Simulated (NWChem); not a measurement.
System: C2H5ClO2Si; SMILES O=C[Si@@H](Cl)CO

NWChem input:

```
start job
memory heap 200 mb stack 900 mb global 1100 mb
geometry units angstroms noautoz
  O      1.575577    -1.706884    -0.365687
  C      1.552843    -0.554790     0.010497
  Si    -0.126519     0.283016     0.483753
  Cl    -0.010374     2.246417    -0.181124
  C     -1.414246    -0.794392    -0.373042
  O     -1.187740    -2.092037     0.129815
  H      2.510863     0.030008     0.052549
  H     -0.276254     0.282756     1.964650
  H     -1.335589    -0.727030    -1.476163
  H     -2.441086    -0.491739    -0.113036
  H     -0.299348    -2.360327    -0.157712
end
basis spherical
  * library def2-svp
end
dft
  xc r2scan
  iterations 200
  vectors input hcore
end
task dft gradient
```

Excerpt of the output:

```
             Northwest Computational Chemistry Package (NWChem) 7.3.0
             --------------------------------------------------------

 C1  symmetry detected

                             Geometry "geometry" -> ""
                             -------------------------

 Output coordinates in angstroms (scale by  1.889725989 to convert to a.u.)

  No.       Tag          Charge          X              Y              Z
 ---- ---------------- ---------- -------------- -------------- --------------
    1 O                    8.0000     1.59526453    -1.70691501    -0.29020933
    2 C                    6.0000     1.55105019    -0.55390386     0.08122329
    3 Si                  14.0000    -0.15103785     0.27753583     0.47840238
    4 Cl                  17.0000    -0.01474470     2.23960549    -0.18657987
    5 C                    6.0000    -1.39541724    -0.80809227    -0.43048598
    6 O                    8.0000    -1.18528220    -2.10329934     0.08559017
    7 H                    1.0000     2.50372425     0.03537112     0.16323860
    8 H                    1.0000    -0.36515352     0.28067598     1.95136578
    9 H                    1.0000    -1.26906947    -0.74341397    -1.52932786
   10 H                    1.0000    -2.43394356    -0.50940992    -0.21634989
   11 H                    1.0000    -0.28402433    -2.36832649    -0.16217283

 Effective nuclear repulsion energy (a.u.)     356.0457058536

                                 NWChem DFT Module
                                 -----------------

 Summary of "ao basis" -> "ao basis" (spherical)
 ------------------------------------------------------------------------------
       Tag                 Description            Shells   Functions and Types
 ---------------- ------------------------------  ------  ---------------------
 O                          def2-svp                 6       14   3s2p1d
 C                          def2-svp                 6       14   3s2p1d
 Si                         def2-svp                 8       18   4s3p1d
 Cl                         def2-svp                 8       18   4s3p1d
 H                          def2-svp                 3        5   2s1p

            General Information
            -------------------
          SCF calculation type: DFT
          Wavefunction type:  closed shell.
          No. of atoms     :    11
          No. of electrons :    64
           Alpha electrons :    32
            Beta electrons :    32
          Charge           :     0
          Spin multiplicity:     1
          Use of symmetry is: off; symmetry adaption is: off
          Maximum number of iterations: 200
          AO basis - number of functions:   117
                     number of shells:    55
          Convergence on energy requested:  1.00D-06
          Convergence on density requested:  1.00D-05
          Convergence on gradient requested:  5.00D-04

              XC Information
              --------------
                      r^2SCAN Method XC Functional
               r^2SCAN metaGGA Exchange Functional  1.000
                     r^2SCAN Correlation Potential  1.000

             Grid Information
             ----------------
          Grid used for XC integration:  medium
          Radial quadrature: Mura-Knowles
          Angular quadrature: Lebedev.
          Tag              B.-S. Rad. Rad. Pts. Rad. Cut. Ang. Pts.
          ---              ---------- --------- --------- ---------
          O                   0.60       49          11.0       434
          C                   0.70       49          11.0       434
          Si                  1.10       88           9.0       590
          Cl                  1.00       88          12.0       590
          H                   0.35       45          12.0       434
          Grid pruning is: on
          Number of quadrature shells:   597
          Spatial weights used:  Erf1

      Non-variational initial energy
      ------------------------------

 Total energy =     356.045706
 1-e energy   =       0.000000
 2-e energy   =       0.000000
 HOMO         =     -18.090955
 LUMO         =     -18.036337

   convergence    iter        energy       DeltaE   RMS-Dens  Diis-err
 ---------------- ----- ----------------- --------- --------- ---------
 d= 0,ls=0.0,diis     1   -942.7315371276 -1.30D+03  6.43D-01  1.24D+02
 d= 0,ls=0.5,diis     2   -932.8387990621  9.89D+00  5.92D-01  1.60D+02
 d= 0,ls=0.5,diis     3   -965.6368845620 -3.28D+01  1.46D-01  5.60D+01
 d= 0,ls=0.5,diis     4   -974.8730540167 -9.24D+00  2.89D-02  2.08D+01
 d= 0,ls=0.5,diis     5   -977.2859998030 -2.41D+00  3.36D-02  4.69D+00
 d= 0,ls=0.5,diis     6   -978.5380018116 -1.25D+00  1.22D-02  5.95D-01
 d= 0,ls=0.5,diis     7   -978.7021558801 -1.64D-01  6.00D-03  2.41D-01
 d= 0,ls=0.5,diis     8   -978.7574470228 -5.53D-02  3.38D-03  7.28D-02
  Resetting Diis
 d= 0,ls=0.5,diis     9   -978.7789067771 -2.15D-02  2.12D-03  2.19D-02
 d= 0,ls=0.5,diis    10   -978.7874767976 -8.57D-03  1.28D-03  6.48D-03
 d= 0,ls=0.5,diis    11   -978.7907473097 -3.27D-03  8.15D-04  2.80D-03
 d= 0,ls=0.5,diis    12   -978.7921466602 -1.40D-03  5.33D-04  1.64D-03
 d= 0,ls=0.5,diis    13   -978.7928217932 -6.75D-04  3.53D-04  6.50D-04
 d= 0,ls=0.5,diis    14   -978.7931324777 -3.11D-04  2.35D-04  2.55D-04
 d= 0,ls=0.5,diis    15   -978.7932710824 -1.39D-04  1.59D-04  1.28D-04
 d= 0,ls=0.5,diis    16   -978.7933377102 -6.66D-05  1.09D-04  5.67D-05
 d= 0,ls=0.5,diis    17   -978.7933688735 -3.12D-05  7.47D-05  2.90D-05
 d= 0,ls=0.5,diis    18   -978.7933841514 -1.53D-05  5.20D-05  1.49D-05
 d= 0,ls=0.5,diis    19   -978.7933918123 -7.66D-06  3.63D-05  7.53D-06
 d= 0,ls=0.5,diis    20   -978.7933956785 -3.87D-06  2.57D-05  3.94D-06
 d= 0,ls=0.5,diis    21   -978.7933976832 -2.00D-06  1.82D-05  2.09D-06
 d= 0,ls=0.5,diis    22   -978.7933987352 -1.05D-06  1.31D-05  1.20D-06
 d= 0,ls=0.5,diis    23   -978.7933993136 -5.78D-07  9.52D-06  6.78D-07

         Total DFT energy =     -978.793399635651
      One electron energy =    -2057.314306529186
           Coulomb energy =      801.354989394220
    Exchange-Corr. energy =      -78.879788354280
 Nuclear repulsion energy =      356.045705853596

 Numeric. integr. density =       63.999992750359

                       DFT Final Molecular Orbital Analysis
                       ------------------------------------

 Vector   30  Occ=2.000000D+00  E=-2.981536D-01
              MO Center= -6.5D-01,  1.7D-01,  1.8D-02, r^2= 5.4D+00
   Bfn.  Coefficient  Atom+Function         Bfn.  Coefficient  Atom+Function
  ----- ------------  ---------------      ----- ------------  ---------------
    59      0.417630   4 Cl pz               84      0.307813   6 O  pz
    56      0.301894   4 Cl pz               87      0.219835   6 O  pz
    53      0.176306   4 Cl pz               68      0.153959   5 C  px
    58      0.147667   4 Cl py               98     -0.144572   8 H  s
    82     -0.142519   6 O  px               81      0.141723   6 O  s

 Vector   31  Occ=2.000000D+00  E=-2.436977D-01
              MO Center= -1.8D-01, -1.2D+00, -3.9D-02, r^2= 4.1D+00
   Bfn.  Coefficient  Atom+Function         Bfn.  Coefficient  Atom+Function
  ----- ------------  ---------------      ----- ------------  ---------------
    84      0.370661   6 O  pz                4     -0.311033   1 O  px
    31     -0.281375   3 Si s                87      0.279055   6 O  pz
     7     -0.243400   1 O  px               83      0.187551   6 O  py
   103      0.171539   9 H  s                58     -0.165083   4 Cl py
    86      0.157306   6 O  py               17     -0.148488   2 C  s

 Vector   32  Occ=2.000000D+00  E=-2.243763D-01
              MO Center=  3.6D-01, -1.0D+00, -4.9D-02, r^2= 4.1D+00
   Bfn.  Coefficient  Atom+Function         Bfn.  Coefficient  Atom+Function
  ----- ------------  ---------------      ----- ------------  ---------------
     4      0.390947   1 O  px                7      0.294566   1 O  px
    36      0.229892   3 Si px               82      0.213173   6 O  px
    93     -0.208560   7 H  s                84      0.201738   6 O  pz
    94     -0.179742   7 H  s                18     -0.177953   2 C  px
    39      0.177408   3 Si px               85      0.161203   6 O  px

 Vector   33  Occ=0.000000D+00  E=-1.102328D-01
              MO Center=  1.3D+00, -7.3D-01,  3.2D-02, r^2= 2.2D+00
   Bfn.  Coefficient  Atom+Function         Bfn.  Coefficient  Atom+Function
  ----- ------------  ---------------      ----- ------------  ---------------
    20      0.453089   2 C  pz               23      0.437805   2 C  pz
     6     -0.398752   1 O  pz                9     -0.390110   1 O  pz
    41      0.214181   3 Si pz               99     -0.188012   8 H  s
    67      0.180880   5 C  s                19     -0.144571   2 C  py
    22     -0.141502   2 C  py               58     -0.132735   4 Cl py

[...]

                         DFT ENERGY GRADIENTS

    atom               coordinates                        gradient
                 x          y          z           x          y          z
   1 O       3.014613  -3.225602  -0.548416   -0.000752   0.009703   0.003539
   2 C       2.931060  -1.046727   0.153490    0.002578  -0.007350  -0.003289
   3 Si     -0.285420   0.524467   0.904049    0.000086   0.000382  -0.001133
   4 Cl     -0.027863   4.232241  -0.352585   -0.000281  -0.001997   0.000700
   5 C      -2.636956  -1.527073  -0.813501   -0.000004  -0.005094   0.001665
   6 O      -2.239859  -3.974659   0.161742    0.002507   0.004881  -0.003912
   7 H       4.731353   0.066842   0.308476   -0.002097  -0.001574   0.000112
   8 H      -0.690040   0.530401   3.687547    0.000281   0.000413  -0.000072
   9 H      -2.398194  -1.404849  -2.890011    0.000011  -0.000087   0.001296
  10 H      -4.599486  -0.962645  -0.408842    0.000737   0.000154  -0.000012
  11 H      -0.536728  -4.475488  -0.306462   -0.003065   0.000569   0.001106
```

Level: r2SCAN/def2-SVP. Geometry: optimised at PBE0/def2-SVP.
